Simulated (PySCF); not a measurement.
C3H9NSi2.
Numbering: `[CH3:1][Si@H:2]([SiH3:3])[CH2:4][C:5]#[N:6]` (hydrogens: H7, H8, H9 on C1; H10 on Si2; H11, H12, H13 on Si3; H14, H15 on C4)

Structure optimised with GFN2-xTB, isolated species.

(1) What internal coordinates does the optimisation give?

## Answers

(1) 
```csv
bond,length (bohr)
C1–Si2,3.596
Si2–Si3,4.384
Si2–C4,3.661
C4–C5,2.692
C5≡N6,2.165
"C1–H7, C1–H8, C1–H9",2.054
Si2–H10,2.793
"Si3–H11, Si3–H12, Si3–H13",2.769
C4–H14,2.062
C4–H15,2.061
```

Bonds in one row agree within 0.02 bohr and their mean is given. A selection of angles:
```csv
angle,degrees
Si2–C1–H7,110.8
H7–C1–H8,107.6
C1–Si2–Si3,113.1
C1–Si2–C4,105.7
C1–Si2–H10,108.0
Si3–Si2–C4,110.5
Si3–Si2–H10,115.8
C4–Si2–H10,102.7
Si2–Si3–H11,111.7
Si2–Si3–H13,112.7
H11–Si3–H12,106.8
Si2–C4–C5,110.2
Si2–C4–H14,110.6
Si2–C4–H15,110.3
C5–C4–H14,108.7
C5–C4–H15,108.8
H14–C4–H15,108.1
C4–C5–N6,177.7
```

Dihedral angles: C1–Si2–C4–C5 63° (synclinal).

The 2 C–Si bonds span 1.903 Å (C1–Si2, drawn single) to 1.937 Å (Si2–C4, drawn single), a spread of 0.034 Å. Si2 (SiH silicon) is distorted tetrahedral (angles from 102.7° to 115.8°). Si3 (SiH3 silicon) is tetrahedral (angles from 106.8° to 112.7°).

Point group: C1 (no symmetry element, even within 0.4 Å). Stationary, but not proved a minimum. The numbers are those of one conformer.

These are computed values.
